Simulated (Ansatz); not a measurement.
Gas-phase electronic energies from Ansatz, PBE0-D4/def2-TZVP geometries. CCSD(T)/CBS is the MP2 limit (def2-TZVPP, def2-QZVPP) plus CCSD(T) − MP2 in def2-TZVPP, frozen cores. DFT in def2-TZVPP. HSE06 is defined as in plane-wave codes. One conformer a species, not always the lowest.

Consider the substitution at a C–N bond: `CBN(C)C` + `CC[Si]O` → `CC[Si]OC` + `CBNC`.

| level | ΔE (eV) |
| --- | --- |
| r2SCAN0-D4 | 0.32 |
| HSE06-D4 | 0.32 |
| HF/def2-SVP | 0.16 |
| HF/def2-TZVPP | 0.18 |

What does CCSD(T)/CBS give? (Best estimate.)

Computed: +0.34 eV. The listed levels differ from it by -0.02, -0.02, -0.18, -0.16 eV.

Largest T1 diagnostic among the species: 0.013.

At CCSD(T), def2-SVP lies −0.04 eV from the extrapolated value and def2-TZVPP −0.01 eV. In def2-TZVPP, CCSD(T) changes the Hartree–Fock value by +0.16 eV (the triples alone add +0.02 eV) and MP2 by +0.20 eV.
